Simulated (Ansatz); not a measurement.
`N[SiH](F)P` + `COC[SiH2]O` → `N[SiH](O)F` + `COC[SiH2]P`  (redistribution)

Calculated with Ansatz (gas phase, PBE0-D4/def2-TZVP geometries, no zero-point term in ΔE). CCSD(T)/CBS is the MP2 limit (def2-TZVPP, def2-QZVPP) plus CCSD(T) − MP2 in def2-TZVPP, frozen cores. This one scheme is used for every species. DFT in def2-TZVPP. B3LYP here is the variant with VWN-RPA as its local correlation; programs differ in this. Each species was taken in one conformer, which may not be the lowest.

| level | ΔE (kJ/mol) |
| --- | --- |
| B3LYP-D4 | -27.3 |
| CCSD(T)/def2-TZVPP | -31.6 |
| SCS-MP2/def2-QZVPP | -31.0 |
| MP2/CBS(def2) | -30.6 |

What does CCSD(T)/CBS give? (Estimate.)

Ansatz gave: -30.5 kJ/mol. The listed levels differ from it by 3.2, -1.1, -0.5, -0.1 kJ/mol.

Largest T1 diagnostic among the species: 0.012.

In def2-TZVPP, CCSD(T) changes the Hartree–Fock value by +5.7 kJ/mol (the triples alone add +1.2 kJ/mol) and MP2 by +5.7 kJ/mol. From PBE to PBE0 (25 % exact exchange), in def2-TZVPP and without D4, ΔE moves by −3.1 kJ/mol. The D4 term adds +3.1 kJ/mol with B3LYP and +1.6 kJ/mol with PBE0; it sums over pairs of atoms, weighted by their polarisabilities, and B3LYP, whose exchange is more repulsive, gets the larger term.
